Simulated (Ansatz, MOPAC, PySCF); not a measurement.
System: SO2, net charge 0, singlet state. SMILES: O=[S+][O-]
Structure (B3LYP-D3(BJ)/def2-TZVP (Ansatz, an electronic-structure program) minimum search):
```
S
O 1 1.4386
O 1 1.4386 2 118.87
```
Charge 0, spin multiplicity 1.

Unscaled harmonic wavenumbers (cm⁻¹) in rising order, each level at the stationary point that it reaches from this structure (no distance between atoms moves by over 0.3 Å); the order of modes can differ between levels, and a negative number is imaginary. B3LYP-D3(BJ)/def2-TZVP (PySCF, at the structure above): 522, 1179, 1376.

PM7 (MOPAC): 322, 1044, 1286. Zero-point energy 3.8 against 4.4 kcal/mol; where all levels lie over 400 cm⁻¹, the wavenumbers are on average 0.910 times those of B3LYP-D3(BJ)/def2-TZVP.

HF/3-21G (Ansatz): 497, 1117, 1299. Zero-point energy 4.2 against 4.4 kcal/mol; where all levels lie over 400 cm⁻¹, the wavenumbers are on average 0.946 times those of B3LYP-D3(BJ)/def2-TZVP.

HF/6-31G* (Ansatz): 592, 1358, 1568. Zero-point energy 5.0 against 4.4 kcal/mol; where all levels lie over 400 cm⁻¹, the wavenumbers are on average 1.146 times those of B3LYP-D3(BJ)/def2-TZVP.

B3LYP/6-31G* (Ansatz): 502, 1141, 1338. Zero-point energy 4.3 against 4.4 kcal/mol; where all levels lie over 400 cm⁻¹, the wavenumbers are on average 0.970 times those of B3LYP-D3(BJ)/def2-TZVP.
